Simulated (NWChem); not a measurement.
System: BeSiH₄S; SMILES [Be]([SH])[SiH3]

```xyz
7

Be    -0.0663     0.1647     0.0039
S     -0.1117     2.0792    -0.0031
H      1.2409     2.1575    -0.0052
Si    -0.0096    -2.0112     0.0027
H     -0.9702    -2.5958    -0.9891
H     -0.3514    -2.5927     1.3415
H      1.3534    -2.5237    -0.3596
```
Atoms are numbered in this order, from 1.

Program: NWChem. STO-3G and 3-21G are far too small for this property and stand as cheap habits. Geometry: optimised at PBE0/def2-SVP. GIAO values for the isolated, static molecule; σ is the absolute isotropic shielding, δ = σ(reference) − σ with the isolated reference molecule computed at the same levels (1H: tetramethylsilane, 29Si: tetramethylsilane).

| level | σ Be1 (ppm) | σ S2 (ppm) | δ H3 (ppm) | δ Si4 (ppm) | δ H5 (rotor mean) (ppm) |
|---|---|---|---|---|---|
| Hartree-Fock/STO-3G | 68.7 | [?] | [?] | [?] | [?] |
| BHandHLYP/pcSseg-1 | 76.7 | 657.4 | 0.88 | -133.4 | 2.83 |
| LDA (Slater exchange, VWN5)/pcSseg-1 | 68.4 | 619.7 | 1.42 | -160.7 | 3.05 |

Problem. What belongs in the gaps?

Solution. 
- Hartree-Fock/STO-3G, σ S2 (ppm): 888.3
- Hartree-Fock/STO-3G, δ H3 (ppm): 0.06
- Hartree-Fock/STO-3G, δ Si4 (ppm): -126.1
- Hartree-Fock/STO-3G, δ H5 (rotor mean) (ppm): 1.06
